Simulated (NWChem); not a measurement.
System: CH2AlNO; SMILES O=C=[N][AlH2]

The following NWChem deck was run.

```
start job
memory heap 200 mb stack 900 mb global 1100 mb
geometry units angstroms noautoz
  Al    -0.000009    -1.744092     0.000000
  H      0.000360    -2.475401     1.411252
  H      0.000360    -2.475401    -1.411252
  N     -0.001644     0.047021     0.000000
  C     -0.000482     1.261185     0.000000
  O      0.000700     2.443400     0.000000
end
basis spherical
  * library def2-svp
end
dft
  xc m06-2x
  grid fine
  iterations 150
  mulliken
end
task dft gradient
```

Parts of the log:

```
             Northwest Computational Chemistry Package (NWChem) 7.3.0
             --------------------------------------------------------

 C2V symmetry detected

                             Geometry "geometry" -> ""
                             -------------------------

 Output coordinates in angstroms (scale by  1.889725989 to convert to a.u.)

  No.       Tag          Charge          X              Y              Z
 ---- ---------------- ---------- -------------- -------------- --------------
    1 Al                  13.0000     0.00000000     0.00000000     1.73907695
    2 H                    1.0000     0.00000000     1.41125200     2.47038591
    3 H                    1.0000     0.00000000    -1.41125200     2.47038591
    4 N                    7.0000     0.00000000     0.00000000    -0.05203590
    5 C                    6.0000     0.00000000     0.00000000    -1.26620000
    6 O                    8.0000     0.00000000     0.00000000    -2.44841510

 Effective nuclear repulsion energy (a.u.)     120.5704984043

      Symmetry information
      --------------------

 Group name             C2v
 Group number             16
 Group order               4
 No. of unique centers     5

                                 NWChem DFT Module
                                 -----------------

 Summary of "ao basis" -> "ao basis" (spherical)
 ------------------------------------------------------------------------------
       Tag                 Description            Shells   Functions and Types
 ---------------- ------------------------------  ------  ---------------------
 Al                         def2-svp                 8       18   4s3p1d
 H                          def2-svp                 3        5   2s1p
 N                          def2-svp                 6       14   3s2p1d
 C                          def2-svp                 6       14   3s2p1d
 O                          def2-svp                 6       14   3s2p1d

      Symmetry analysis of basis
      --------------------------

        a1         34
        a2          5
        b1         14
        b2         17

            General Information
            -------------------
          SCF calculation type: DFT
          Wavefunction type:  closed shell.
          No. of atoms     :     6
          No. of electrons :    36
           Alpha electrons :    18
            Beta electrons :    18
          Charge           :     0
          Spin multiplicity:     1
          Use of symmetry is: on ; symmetry adaption is: on
          Maximum number of iterations: 150
          AO basis - number of functions:    70
                     number of shells:    32
          Convergence on energy requested:  1.00D-06
          Convergence on density requested:  1.00D-05
          Convergence on gradient requested:  5.00D-04

              XC Information
              --------------
                       M06-2X Method XC Functional
                     Hartree-Fock (Exact) Exchange  0.540
                        M06-2X Exchange Functional  1.000
                      M06-2X Correlation Potential  1.000

             Grid Information
             ----------------
          Grid used for XC integration:  fine
          Radial quadrature: Mura-Knowles
          Angular quadrature: Lebedev.
          Tag              B.-S. Rad. Rad. Pts. Rad. Cut. Ang. Pts.
          ---              ---------- --------- --------- ---------
          Al                  1.25      123          10.0       770
          H                   0.35       60          11.0       590
          N                   0.65       70           9.0       590
          C                   0.70       70          11.0       590
          O                   0.60       70          13.0       590
          Grid pruning is: on
          Number of quadrature shells:   393
          Spatial weights used:  Erf1

      Superposition of Atomic Density Guess
      -------------------------------------

 Sum of atomic energies:        -409.35012123

      Non-variational initial energy
      ------------------------------

 Total energy =    -410.689468
 1-e energy   =    -803.894694
 2-e energy   =     272.634728
 HOMO         =      -0.344435
 LUMO         =      -0.007436

      Symmetry analysis of molecular orbitals - initial
      -------------------------------------------------

  Numbering of irreducible representations:

     1 a1          2 a2          3 b1          4 b2

  Orbital symmetries:

     1 a1          2 a1          3 a1          4 a1          5 a1
     6 a1          7 b2          8 b1          9 a1         10 a1
    11 a1         12 a1         13 b2         14 b1         15 a1
    16 b2         17 b1         18 b2         19 b1         20 a1
    21 b2         22 a1         23 b1         24 a1         25 b2
    26 a1         27 b2         28 a1

     ---------------------------------------------
      Total Density - Mulliken Population Analysis
     ---------------------------------------------

    Atom       Charge   Shell Charges
 -----------   ------   -------------------------------------------------------
    1 Al  13    12.10   2.00  1.99  0.89  0.19  5.93  0.60  0.36  0.13
    2 H    1     1.21   0.70  0.51  0.01
    3 H    1     1.21   0.70  0.51  0.01
    4 N    7     7.72   1.99  1.07  0.46  2.57  1.62  0.01
    5 C    6     5.18   1.99  0.90  0.17  1.48  0.54  0.10
    6 O    8     8.58   1.99  1.13  0.65  2.98  1.82  0.01

   convergence    iter        energy       DeltaE   RMS-Dens  Diis-err
 ---------------- ----- ----------------- --------- --------- ---------
 d= 0,ls=0.0,diis     1   -411.3715331341 -5.32D+02  1.45D-02  7.61D-01
 d= 0,ls=0.0,diis     2   -411.3528670657  1.87D-02  7.55D-03  1.21D+00
 d= 0,ls=0.0,diis     3   -411.4637573649 -1.11D-01  1.35D-03  1.09D-02
 d= 0,ls=0.0,diis     4   -411.4639863520 -2.29D-04  7.62D-04  9.20D-03
 d= 0,ls=0.0,diis     5   -411.4649099818 -9.24D-04  1.68D-04  3.15D-04
  Resetting Diis
 d= 0,ls=0.0,diis     6   -411.4649487965 -3.88D-05  3.89D-05  5.36D-06
 d= 0,ls=0.0,diis     7   -411.4649496602 -8.64D-07  1.66D-05  7.54D-07
 d= 0,ls=0.0,diis     8   -411.4649497270 -6.68D-08  7.13D-06  4.94D-07

         Total DFT energy =     -411.464949727011
      One electron energy =     -805.873160491483
           Coulomb energy =      314.018252125951
    Exchange-Corr. energy =      -40.180539765813
 Nuclear repulsion energy =      120.570498404334

 Numeric. integr. density =       36.000000454668

                  Occupations of the irreducible representations
                  ----------------------------------------------

                     irrep           alpha         beta
                     --------     --------     --------
                     a1               11.0         11.0
                     a2                0.0          0.0
                     b1                3.0          3.0
                     b2                4.0          4.0

                       DFT Final Molecular Orbital Analysis
                       ------------------------------------

 Vector   16  Occ=2.000000D+00  E=-3.905296D-01  Symmetry=b2
              MO Center= -1.2D-16,  2.7D-15,  8.3D-01, r^2= 4.9D+00
   Bfn.  Coefficient  Atom+Function         Bfn.  Coefficient  Atom+Function
  ----- ------------  ---------------      ----- ------------  ---------------
    33      0.284989  4 N  py                61      0.275666  6 O  py
    19     -0.230984  2 H  s                 24      0.230984  3 H  s
    36     -0.227234  4 N  py                 9     -0.225063  1 Al py
    64      0.200132  6 O  py                12     -0.160560  1 Al py
     6      0.136322  1 Al py                20     -0.129437  2 H  s

 Vector   17  Occ=2.000000D+00  E=-3.705969D-01  Symmetry=b1
              MO Center=  9.9D-17, -8.7D-17, -8.7D-01, r^2= 2.2D+00
   Bfn.  Coefficient  Atom+Function         Bfn.  Coefficient  Atom+Function
  ----- ------------  ---------------      ----- ------------  ---------------
    32      0.446601  4 N  px                60      0.399357  6 O  px
    35     -0.376250  4 N  px                63      0.299588  6 O  px
    11     -0.079731  1 Al px                 8     -0.074886  1 Al px
    46     -0.072795  5 C  px                55      0.057931  5 C  d  1
     5      0.048372  1 Al px                17     -0.040059  1 Al d  1

 Vector   18  Occ=2.000000D+00  E=-3.485098D-01  Symmetry=b2
              MO Center=  6.3D-17,  3.8D-15,  5.3D-01, r^2= 5.1D+00
   Bfn.  Coefficient  Atom+Function         Bfn.  Coefficient  Atom+Function
  ----- ------------  ---------------      ----- ------------  ---------------
    33      0.355006  4 N  py                61      0.299858  6 O  py
    36     -0.292498  4 N  py                64      0.233841  6 O  py
    19      0.222853  2 H  s                 24     -0.222853  3 H  s
    20      0.217338  2 H  s                 25     -0.217338  3 H  s
     9      0.157627  1 Al py                47     -0.097552  5 C  py

[...]

                         DFT ENERGY GRADIENTS

    atom               coordinates                        gradient
                 x          y          z           x          y          z
   1 Al      0.000000   0.000000   3.286379    0.000000   0.000000  -0.000500
   2 H       0.000000   2.666880   4.668352    0.000000   0.005655   0.002731
   3 H       0.000000  -2.666880   4.668352    0.000000  -0.005655   0.002731
   4 N       0.000000   0.000000  -0.098334    0.000000   0.000000   0.025842
   5 C       0.000000   0.000000  -2.392771    0.000000   0.000000   0.004633
   6 O       0.000000   0.000000  -4.626834    0.000000   0.000000  -0.035438
```

Level: M06-2X/def2-SVP. Structure relaxed at the PBE-D3(BJ)/def2-SVP level.
